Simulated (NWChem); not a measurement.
BNH anion

```xyz
3

B      0.0000     0.0000    -0.5934
N      0.0000     0.0000     0.6691
H      0.0000     0.0000    -1.7893
```
Atoms are numbered in this order, from 1.

Level: B3LYP/def2-SVPD (NWChem), optimised geometry, unscaled harmonic frequencies. 

```json
[
 {"frequency (cm⁻¹)": "614", "IR intensity (km/mol)": "5.1"},
 {"frequency (cm⁻¹)": "614", "IR intensity (km/mol)": "5.1"},
 {"frequency (cm⁻¹)": "1768", "IR intensity (km/mol)": "0.0"},
 {"frequency (cm⁻¹)": "2702", "IR intensity (km/mol)": "84.7"}
]
```

zero-point energy: 8.1 kcal/mol
thermal correction to the enthalpy at 298.15 K (with zero-point energy): 10.4 kcal/mol
heat capacity Cv: 7.0 cal/(mol K)
entropy at 298.15 K and 1 atm (symmetry number 1): 48.7 cal/(mol K)

Rigid rotor and harmonic oscillator.
